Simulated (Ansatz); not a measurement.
Mulliken charges of C2H3BClNO, SMILES `CB(Cl)N=C=O` from ωB97M-V/def2-TZVPP in Ansatz (PBE0-D4/def2-TZVP geometry).

| atom | x (Å) | y (Å) | z (Å) | charge (e) |
| --- | --- | --- | --- | --- |
| C1 | 0.340 | -1.448 | -0.153 | -0.336 |
| B2 | 0.372 | 0.105 | -0.190 | 0.124 |
| Cl3 | 1.732 | 0.932 | -0.965 | -0.128 |
| N4 | -0.660 | 0.900 | 0.364 | -0.163 |
| C5 | -1.112 | 1.989 | 0.589 | 0.333 |
| O6 | -1.620 | 2.998 | 0.848 | -0.197 |
| H7 | 0.222 | -1.831 | -1.173 | 0.125 |
| H8 | -0.475 | -1.839 | 0.456 | 0.117 |
| H9 | 1.290 | -1.852 | 0.206 | 0.126 |

**Question.** By hand: the dipole of these point charges (1 e Å = 4.8032 D).

**Answer.** Σ q r = (-0.099, -0.372, 0.054) e Å, of length 0.389 e Å = 1.87 D.

**Question.** How does the dipole of the full density compare? (Best estimate.)

**Answer.** The calculation gave: (-0.007, -0.345, 0.004) e Å, 1.66 D; the point charges give 1.13 times that, at 16° from its direction.

Point charges leave out the atoms' own dipoles, such as those of lone pairs, and Mulliken's split depends on the basis, so the close match here is no proof of good charges.
